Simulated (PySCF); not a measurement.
H$_{2}$OSeZn (SMILES [OH][Zn][SeH]), singlet, at a GFN2-xTB geometry (such geometries of metal compounds can be far from the true shape), atoms displaced at random by about 0.08 Å a coordinate; R2SCAN/STO-3G, gradient (PySCF).

Input for PySCF:
```python
from pyscf import gto, scf, dft

mol = gto.Mole()
mol.atom = '''
    Zn    0.773430   -0.384045    0.160787
    O     1.700685   -1.498108   -0.955101
    H     2.448634   -1.848530   -0.667767
    Se   -1.195729    0.623811    0.068020
    H    -1.031224    1.397055    1.170932
'''
mol.basis = 'sto-3g'
mol.charge = 0
mol.spin = 0
mol.verbose = 4
mol.build()

mf = dft.RKS(mol)
mf.xc = 'r2scan'
mf.kernel()
g = mf.nuc_grad_method()
grad = g.kernel()
```

Output, abridged:

```
PySCF version 2.14.0

[INPUT] verbose = 4
[INPUT] num. atoms = 5
[INPUT] num. electrons = 74
[INPUT] charge = 0
[INPUT] spin (= nelec alpha-beta = 2S) = 0
[INPUT] symmetry False subgroup None
[INPUT] Mole.unit = angstrom
[INPUT] Symbol           X                Y                Z      unit          X                Y                Z       unit  Magmom
[...]
nuclear repulsion = 387.446202607291
number of shells = 21
number of NR pGTOs = 129
number of NR cGTOs = 43
basis = sto-3g
ecp = {}

******** <class 'pyscf.dft.rks.RKS'> ********
method = RKS
initial guess = minao
damping factor = 0
level_shift factor = 0
DIIS = <class 'pyscf.scf.diis.CDIIS'>
diis_start_cycle = 1
diis_space = 8
diis_damp = 0
SCF conv_tol = 1e-09
SCF conv_tol_grad = None
SCF max_cycles = 50
direct_scf = True
direct_scf_tol = 1e-13
XC library pyscf.dft.libxc version 7.1.2
    S. Lehtola, C. Steigemann, M. J. T. Oliveira, and M. A. L. Marques,  SoftwareX 7, 1–5 (2018)
XC functionals = r2scan
    J. W. Furness, A. D. Kaplan, J. Ning, J. P. Perdew, and J. Sun,  J. Phys. Chem. Lett. 11, 8208–8215 (2020)
    J. W. Furness, A. D. Kaplan, J. Ning, J. P. Perdew, and J. Sun,  J. Phys. Chem. Lett. 11, 9248–9248 (2020)
    J. W. Furness, A. D. Kaplan, J. Ning, J. P. Perdew, and J. Sun,  J. Phys. Chem. Lett. 11, 8208–8215 (2020)
    J. W. Furness, A. D. Kaplan, J. Ning, J. P. Perdew, and J. Sun,  J. Phys. Chem. Lett. 11, 9248–9248 (2020)
radial grids:
    Treutler-Ahlrichs [JCP 102, 346 (1995); DOI:10.1063/1.469408] (M4) radial grids

becke partition: Becke, JCP 88, 2547 (1988); DOI:10.1063/1.454033
pruning grids: <function nwchem_prune>
grids dens level: 3
symmetrized grids: False
atomic radii adjust function: <function treutler_atomic_radii_adjust>
small_rho_cutoff = 0
Set gradient conv threshold to 3.16228e-05
Initial guess from minao.
tot grids = 74768
init E= -4204.27289403344
[...]
cycle= 1 E= -4187.89694318102  delta_E= 16.4  |g|= 6.58  |ddm|= 8.44
[...]
cycle= 2 E= -4199.21304848596  delta_E= -11.3  |g|= 1.67  |ddm|= 8.96
[...]
cycle= 3 E= -4175.30873626421  delta_E= 23.9  |g|= 3.73  |ddm|= 11.3
[...]
cycle= 4 E= -4191.76142632263  delta_E= -16.5  |g|= 4.34  |ddm|=  6.5
[...]
cycle= 5 E= -4192.67692530105  delta_E= -0.915  |g|=  4.7  |ddm|= 0.509
[...]
cycle= 6 E= -4200.08241410036  delta_E= -7.41  |g|= 4.24  |ddm|= 2.84
[...]
cycle= 7 E= -4204.02532456396  delta_E= -3.94  |g|= 2.12  |ddm|= 4.22
[...]
cycle= 8 E= -4193.3035285697  delta_E= 10.7  |g|= 4.49  |ddm|= 5.48
[...]
cycle= 9 E= -4193.26449004447  delta_E= 0.039  |g|= 4.48  |ddm|= 0.024
[...]
cycle= 10 E= -4192.05304924952  delta_E= 1.21  |g|= 4.17  |ddm|= 1.38
[...]
cycle= 11 E= -4197.35279159109  delta_E= -5.3  |g|= 2.75  |ddm|= 9.55
[...]
cycle= 12 E= -4202.61248263584  delta_E= -5.26  |g|=  3.4  |ddm|= 7.05
[...]
cycle= 13 E= -4208.57867668396  delta_E= -5.97  |g|= 0.779  |ddm|= 4.63
[...]
cycle= 14 E= -4208.81936763889  delta_E= -0.241  |g|= 0.663  |ddm|= 3.29
[...]
cycle= 15 E= -4208.37339937558  delta_E= 0.446  |g|= 1.24  |ddm|=  1.3
[...]
cycle= 16 E= -4208.47376779957  delta_E= -0.1  |g|= 1.22  |ddm|= 0.693

WARN: HOMO 0.0453938384728023 == LUMO 0.0461396697520284

cycle= 17 E= -4208.73636583684  delta_E= -0.263  |g|= 0.653  |ddm|= 2.89
[...]
cycle= 18 E= -4208.76818137183  delta_E= -0.0318  |g|= 0.572  |ddm|= 2.98
[...]
cycle= 19 E= -4208.95531280485  delta_E= -0.187  |g|= 0.131  |ddm|= 1.67
[...]
cycle= 20 E= -4208.83579315704  delta_E= 0.12  |g|= 0.504  |ddm|= 2.99
[...]
cycle= 21 E= -4208.94642046301  delta_E= -0.111  |g|= 0.201  |ddm|= 0.939

WARN: HOMO 0.0160055926320427 == LUMO 0.0168808952445361

cycle= 22 E= -4208.71691874699  delta_E= 0.23  |g|= 0.552  |ddm|= 2.83
[...]
cycle= 23 E= -4208.94388247684  delta_E= -0.227  |g|= 0.286  |ddm|= 2.91
[...]
cycle= 24 E= -4208.83603244181  delta_E= 0.108  |g|= 0.471  |ddm|= 2.47
[...]
cycle= 25 E= -4208.95475769967  delta_E= -0.119  |g|= 0.204  |ddm|= 2.01
[...]
cycle= 26 E= -4208.93752808949  delta_E= 0.0172  |g|= 0.242  |ddm|= 2.61
[...]
cycle= 27 E= -4208.88728271359  delta_E= 0.0502  |g|= 0.39  |ddm|= 0.533
[...]
cycle= 28 E= -4208.9491029734  delta_E= -0.0618  |g|= 0.264  |ddm|= 2.22
[...]
cycle= 29 E= -4208.94986066156  delta_E= -0.000758  |g|= 0.264  |ddm|= 0.404
[...]
cycle= 30 E= -4208.94600525487  delta_E= 0.00386  |g|= 0.273  |ddm|= 0.579
[...]
cycle= 31 E= -4208.95954094179  delta_E= -0.0135  |g|= 0.139  |ddm|= 1.15
[...]
cycle= 32 E= -4208.95964009984  delta_E= -9.92e-05  |g|= 0.102  |ddm|= 0.843
[...]
cycle= 33 E= -4208.89860492976  delta_E= 0.061  |g|= 0.364  |ddm|= 0.938
[...]
cycle= 34 E= -4208.93412523741  delta_E= -0.0355  |g|= 0.249  |ddm|= 0.364
[...]
cycle= 35 E= -4208.92947807029  delta_E= 0.00465  |g|= 0.267  |ddm|= 0.0805
[...]
cycle= 36 E= -4208.76013601857  delta_E= 0.169  |g|= 0.556  |ddm|= 2.89
[...]
cycle= 37 E= -4208.9485360755  delta_E= -0.188  |g|= 0.187  |ddm|= 1.68
[...]
cycle= 38 E= -4208.95957192135  delta_E= -0.011  |g|= 0.148  |ddm|=  1.3
[...]
cycle= 39 E= -4208.96199653246  delta_E= -0.00242  |g|= 0.13  |ddm|= 0.599
[...]
cycle= 40 E= -4208.95631690973  delta_E= 0.00568  |g|= 0.198  |ddm|=  1.5
[...]
cycle= 41 E= -4208.94159302362  delta_E= 0.0147  |g|= 0.228  |ddm|=  2.3
[...]
cycle= 42 E= -4208.96241384191  delta_E= -0.0208  |g|= 0.103  |ddm|= 1.64
[...]
cycle= 43 E= -4208.91087576202  delta_E= 0.0515  |g|= 0.339  |ddm|= 2.49
[...]
cycle= 44 E= -4208.81210700998  delta_E= 0.0988  |g|= 0.532  |ddm|= 2.99
[...]
cycle= 45 E= -4208.81555735474  delta_E= -0.00345  |g|=  0.5  |ddm|= 2.72
[...]
cycle= 46 E= -4208.84763946808  delta_E= -0.0321  |g|= 0.46  |ddm|= 0.253
[...]
cycle= 47 E= -4208.79431091883  delta_E= 0.0533  |g|= 0.515  |ddm|= 0.395

WARN: HOMO 0.0173225942399805 == LUMO 0.0183155962675478

cycle= 48 E= -4208.75845897613  delta_E= 0.0359  |g|= 0.54  |ddm|= 2.18
[...]
cycle= 49 E= -4208.9284394395  delta_E= -0.17  |g|= 0.29  |ddm|= 2.21
[...]
cycle= 50 E= -4208.92877498052  delta_E= -0.000336  |g|= 0.283  |ddm|= 0.249
SCF not converged.
SCF energy = -4208.92877498052

WARN: Ground state RKS not converged

******** <class 'pyscf.grad.rks.Gradients'> for <class 'pyscf.dft.rks.RKS'> ********
unit = Eh/Bohr
grid_response = False
--------------- RKS gradients ---------------
         x                y                z
0 Zn    -0.0751223341     0.0532826484     0.0357858852
1 O     0.2462188022    -0.1390089439     0.0359688590
2 H    -0.1751341491     0.0760777046    -0.0807389937
3 Se     0.0169961512     0.0393499268     0.0680217371
4 H    -0.0124920980    -0.0328737844    -0.0524860359
----------------------------------------------
```

Convergence was not reached.
